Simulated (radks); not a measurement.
The numbers below are computed, except where a source is named.
How relativity changes the ionisation of neutral palladium ([Kr] 4d10) to Pd+ ([Kr] 4d9). Spin-unpolarised spherical Kohn-Sham, BLYP, point nucleus unless stated (finite: rms radius 4.5318 fm), a radial shooting solver on a logarithmic mesh with Libxc functionals. A level marked "c x" has the speed of light scaled by that factor and shares open shells by 2j + 1; other Dirac levels either fill j = l - 1/2 first or share by 2j + 1.

level                               E(Pd) (hartree)  E(Pd+) (hartree)  IE (eV)   HOMO  <r> HOMO (bohr)
non-rel.                                -4940.33053       -4939.99183    9.217     4d            1.581
scalar-rel.                             -5046.45993       -5046.12633    9.078     4d            1.598
scalar-rel., finite nucleus             -5046.36281       -5046.02920    9.078     4d            1.598
Dirac, 2j+1 shares                      -5047.51045       -5047.17668    9.082  4d5/2            1.614
Dirac, low j first                      -5047.51045       -5047.18374    8.890  4d5/2            1.614
Dirac, 2j+1 shares, finite nucleus      -5047.41310       -5047.07933    9.082  4d5/2            1.614
Dirac, c x 1.5                          -4986.48220       -4986.14582    9.154  4d5/2            1.595
Dirac, c x 2                            -4966.01454       -4965.67716    9.180  4d5/2            1.589
Dirac, c x 3                            -4951.66000       -4951.32190    9.200  4d5/2            1.584

NIST Atomic Spectra Database: 8.337 eV (measured). The relativistic part of the total energy of Pd is -107.1 hartree (Dirac, 2j+1 shares, finite nucleus), 2.2 % of the non-relativistic value. Spin polarisation and multiplet splitting of open shells are left out at every level.

Beside tabulated values, note that relativity, absent from the non-relativistic runs, is large for the heavy elements, and spin-unpolarised runs miss the spin-polarisation part of the exchange energy of open shells.
